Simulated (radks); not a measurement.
All-electron atom: the xenon ion Xe5+ in [Kr] 4d10 5s2 5p1.

Method: scalar-relativistic Kohn-Sham, LDA (Slater exchange, Perdew-Wang correlation), spin-polarised, spherical densities, finite nucleus; open shells are filled with parallel spins first (spin-orbit coupling, left out, can overturn this in heavy ions); Fermi nuclear charge, rms radius 4.7859 fm; computed with a radial shooting solver on a logarithmic mesh with Libxc functionals.

Energy parts (hartree):
| part | energy |
|---|---|
| total | -7435.11607 |
| kinetic | 7816.67384 |
| electron-nucleus | -17890.56236 |
| Hartree | 2817.39950 |
| exchange-correlation | -178.62704 |

Orbitals (lengths in bohr, moments of r in powers of bohr; r(90%) holds 90 % of the orbital's charge):
orbital  occ.  eigenvalue (hartree)  r(90%)      <r^4>
1s up       1             -1264.024  0.0480  2.441e-06
1s down     1             -1264.022  0.0480  2.441e-06
2s up       1             -198.6927   0.177  0.0004133
2s down     1             -198.6914   0.177  0.0004133
2p up       3             -178.6320   0.163  0.0002990
2p down     3             -178.6301   0.163  0.0002990
3s up       1             -42.43127   0.451    0.01757
3s down     1             -42.42918   0.451    0.01757
3p up       3             -35.94941   0.457    0.01840
3p down     3             -35.94713   0.457    0.01840
3d up       5             -26.30605   0.441    0.01586
3d down     5             -26.30391   0.441    0.01585
4s up       1              -9.48416    1.03     0.4912
4s down     1              -9.47961    1.03     0.4903
4p up       3              -7.42372    1.11     0.6645
4p down     3              -7.41859    1.11     0.6621
4d up       5              -4.41234    1.31      1.271
4d down     5              -4.40453    1.31      1.256
5s up       1              -2.74596    2.37      13.66
5s down     1              -2.70912    2.37      13.63
5p up       1              -2.20845    2.66      21.72
5p down     0              -2.16963    2.67      21.92

The highest occupied level is 5p up at -60.095 eV. Spin moment in Bohr magnetons: 1. The density falls to 0.001 e/bohr^3 at r = 3.19 bohr.
